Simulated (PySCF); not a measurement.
Two probes of the same atoms: core binding energy and nuclear shielding

C3H13OPSi2.
Geometry (PBE0-D3(BJ)/def2-SVP, Å), atoms numbered from 1 in this order:
```xyz
20
C3H13OPSi2 angstrom
C      2.852    0.962    0.775
C      1.927    0.294   -0.214
O      0.619    0.272    0.310
Si    -0.739   -0.203   -0.540
C     -0.572   -1.959   -1.187
Si    -2.503    0.026    0.979
P     -0.964    1.154   -2.355
H      2.522    1.992    0.973
H      2.852    0.415    1.730
H      3.882    0.991    0.390
H      1.946    0.833   -1.181
H      2.273   -0.738   -0.420
H     -1.505   -2.287   -1.670
H     -0.350   -2.653   -0.361
H      0.238   -2.034   -1.930
H     -2.619    1.449    1.424
H     -2.316   -0.845    2.182
H     -3.786   -0.365    0.311
H     -1.638    2.196   -1.649
H     -2.174    0.514   -2.768
```

Binding energies: delta-SCF UKS SCAN, pcX-2 on the ionised atom, pcseg-1 elsewhere, spin-free X2C in PySCF 2.14.0. Shieldings: GIAO HF/pcSseg-1, non-relativistic, same geometry.

| atom | C 1s (eV) |
| --- | --- |
| C1 | 290.63 |
| C2 | 292.09 |
| C5 | 290.15 |

Question: What are the absolute isotropic shieldings of these atoms?

Answer: 
```csv
atom,environment,C 1s (eV),isotropic shielding (ppm)
C5,Si-methyl carbon,290.15,190.6
C1,methyl carbon,290.63,170.9
C2,sp3 carbon bound to oxygen,292.09,136.9
```

Question: Among the listed atoms, is the one with the highest binding energy also the least shielded?

Answer: Yes: C2 has both (292.09 eV, 136.9 ppm).

By binding energy: C5 < C1 < C2. By shielding: C2 < C1 < C5.

One conformer (not necessarily the lowest) at the PBE0-D3(BJ)/def2-SVP geometry, without solvent, vibrations or thermal averaging.
